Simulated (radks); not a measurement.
Coulomb parameter of the 4d shell of neutral ruthenium in the model configuration [Kr] 4d7 5s1, as a second difference U = [E(n + 0.25) + E(n - 0.25) - 2 E(n)] / (0.25)^2 with all orbitals relaxed. "Bare": the charge of the atom changes with n. "Screened": the 5s shell takes up the change at fixed total charge, which measures U(4d,4d) + U(5s,5s) - 2 U(4d,5s). Calculated with a radial shooting solver on a logarithmic mesh with Libxc functionals: Dirac Kohn-Sham, PBEsol, spin-unpolarised, spherical densities, finite nucleus; open shells are shared between the two j in proportion to 2j + 1; Fermi nuclear charge, rms radius 4.4809 fm.

case                 configuration  E - E(n) (eV)
start                 [Kr] 4d7 5s1          0.000
bare +0.25         [Kr] 4d7.25 5s1         -1.032
bare -0.25         [Kr] 4d6.75 5s1          1.593
screened +0.25  [Kr] 4d7.25 5s0.75         -0.196
screened -0.25  [Kr] 4d6.75 5s1.25          0.281

U(bare) = 8.971 eV, U(screened by 5s) = 1.346 eV. The step up makes a negative ion, whose loosely bound charge lowers the bare value.
